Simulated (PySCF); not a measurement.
Molecule: `C1=CC=C(C=O)N=C1`, C6H5NO.

Cartesian coordinates in Å; atom numbers follow the order of the lines, from 1:
```xyz
13

O     3.0901    0.6910    0.1464
C     2.3487   -0.2379   -0.0411
C     0.8743   -0.1574   -0.0293
C     0.2216    1.0516    0.2106
C    -1.1631    1.0648    0.2085
C    -1.8375   -0.1221   -0.0321
C    -1.0916   -1.2743   -0.2604
N     0.2246   -1.2970   -0.2597
H     2.7200   -1.2578   -0.2447
H     0.8071    1.9397    0.3906
H    -1.7069    1.9806    0.3895
H    -2.9159   -0.1580   -0.0435
H    -1.5760   -2.2228   -0.4524
```

Frames of a GFN2-xTB Langevin trajectory at 300 K; GIAO PBE0/pcSseg-1 shieldings in PySCF 2.14.0 with density-fitted response routines, gas phase, non-relativistic; equivalent atoms averaged within each frame.

References, each an isolated molecule treated in the same way: H2O for $^{17}$O (σ = 336.08 ppm); $^{13}$C (σ = 186.93 ppm) and $^{1}$H (σ = 31.72 ppm) against TMS; $^{15}$N (σ = 267.73 ppm) against NH3. The references are static minima.

Task: How do the shifts (ppm) fluctuate along the trajectory?

Result: 
```
         time (fs)     O1     C2     C7     C3     C5     C6     C4     N8     H9   H13
optimised geometry  683.9  201.2  155.7  157.4  142.8  133.0  128.5  366.9  10.33  9.15
               250  646.2  190.9  162.9  153.4  147.3  143.6  122.9  377.5  10.09  9.55
               425  678.2  192.2  160.2  164.1  142.7  130.5  125.4  377.9   9.77  8.98
               625  717.3  208.6  160.9  169.0  146.0  133.7  133.0  375.3  10.56  9.97
               800  672.1  203.6  161.0  165.9  146.5  136.6  126.6  330.3  11.03  9.26
              1000  697.3  201.0  156.5  154.7  142.7  132.6  129.7  369.9  10.42  8.91
    mean of frames  682.2  199.2  160.3  161.4  145.0  135.4  127.5  366.2  10.37  9.33
standard deviation   26.8    7.6    2.3    7.0    2.2    5.1    3.9   20.3   0.48  0.44
```

5 frames give an uncertainty of the mean of about the standard deviation over 2.2 at best, since frames this close in time may not be independent; classical motion lacks zero-point vibration, and the reference would need the same averaging.
